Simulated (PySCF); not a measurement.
C6H12O.
Cartesian coordinates in Å at the GFN2-xTB level; atoms count from 1:
```
atom  x, y, z in Å
C1     2.1710   -0.2233    0.2605
C2     0.6551   -0.1431    0.4088
C3     0.1323    1.2519    0.0565
C4    -1.3946    1.2723    0.1416
O5    -1.9824    0.3117   -0.7045
C6    -1.5657   -0.9936   -0.3783
C7    -0.0498   -1.1570   -0.4957
H8     2.4639   -0.0097   -0.7652
H9     2.6575    0.4982    0.9134
H10    2.5281   -1.2181    0.5182
H11    0.3921   -0.3622    1.4509
H12    0.4330    1.5017   -0.9630
H13    0.5464    2.0012    0.7331
H14   -1.7085    1.0919    1.1831
H15   -1.7923    2.2362   -0.1831
H16   -2.0865   -1.6531   -1.0758
H17   -1.8849   -1.2395    0.6479
H18    0.2300   -2.1760   -0.2242
H19    0.2454   -0.9803   -1.5319
```

A PySCF run (density fitting, gas phase, GFN2-xTB geometry) gave HOMO -8.02 eV, LUMO 3.80 eV, dipole 1.30 D.

**Question.** Which of these levels was it?
A. PBE0/def2-SVPD
B. PBE0/pcSseg-1
C. PBE0/MINI

**Answer.** C. It is PBE0/MINI. All candidates on this geometry:

| level and settings | kind | basis functions | SCF cycles | E (Eh) | HOMO (eV) | LUMO (eV) | dipole (D) |
| --- | --- | --- | --- | --- | --- | --- | --- |
| PBE0/def2-SVPD | global hybrid | 239 | 14 | -310.5138 | -7.21 | 0.82 | 1.51 |
| PBE0/pcSseg-1 | global hybrid | 179 | 13 | -310.6790 | -7.14 | 1.56 | 1.48 |
| PBE0/MINI | global hybrid | 47 | 11 | -308.2702 | -8.02 | 3.80 | 1.30 |

The nearest other candidate, by the summed differences of HOMO and LUMO, is PBE0/pcSseg-1: its HOMO differs by +0.88 eV and its LUMO by -2.24 eV. Cycle counts include a coarse-grid stage where the run had one.
